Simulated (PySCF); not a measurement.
AlBr₂, SMILES [Br][Al+][Br], charge +1. The structure is a stationary point at PBE-D3(BJ)/def2-TZVP. The spin state was assumed, not searched. The isomer is the one that the SMILES or the coordinates give; other isomers of the formula were not compared.

TDA-B3LYP/def2-SVPD (PySCF 2.14.0) puts the lowest singlet excitations at 4.53, 4.53, 4.95, 4.95, 5.96, 6.02 eV.

Task: What are the lowest excitation roots from ADC(2)/aug-cc-pVDZ in PySCF? (An estimate is asked for; the answer gives what the named calculation found.)

Result: 5.22, 5.22, 5.76, 5.76, 6.60, 6.65 eV. S1 differs by 0.69 eV (second minus first; roots are paired by order, and the bases may differ).
